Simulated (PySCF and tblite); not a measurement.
Results of a calculation; reference values are marked as such.
C₇H₇FS, numbered as in [F:1][CH2:2][C:3]1=[CH:4][CH:5]=[CH:6]/[C:7]1=[CH:8]\[SH:9].

Free energies: PBE0-D3(BJ)/def2-SVP (IEF-PCM, acetone) on GFN2-xTB structures plus GFN2-xTB thermal terms, symmetry and mirror images included. Conformers within 2.5 kcal/mol (GFN2-xTB free energy) were kept, 6 at most. Run with PySCF (density fitting) and tblite.

Rotational constants are equilibrium values for the commonest isotopes; dipoles come from the energy level named and are polarised by its solvent model.

Torsions listed: F1–C2–C3–C4, C7–C8–S9–H9. The 5-ring runs over atoms 3–4–5–6–7. Of a mirror pair one member is shown.

```tsv
conformer	shape	symmetry
1	5-ring flat; 130°, -179°	C1 (pair)
2	5-ring flat; 126°, -1°	C1 (pair)
3	5-ring flat; 1°, 0°	Cs
```

Problem. Give the rotational constants and dipole components.

Solution. 
```csv
conformer,A (MHz),B (MHz),C (MHz),abs μa (D),abs μb (D),abs μc (D),κ,Ic−Ia−Ib (u Å²)
1,1827,1072,694,1.12,1.18,1.44,-0.33,-19.4
2,1816,1070,693,0.86,1.37,1.23,-0.33,-21.6
3,2402,824,616,3.14,0.51,0.04,-0.77,-3.3
```

The minima are those of GFN2-xTB; planar forms about aryl–S or allylic bonds may be saddles in DFT.
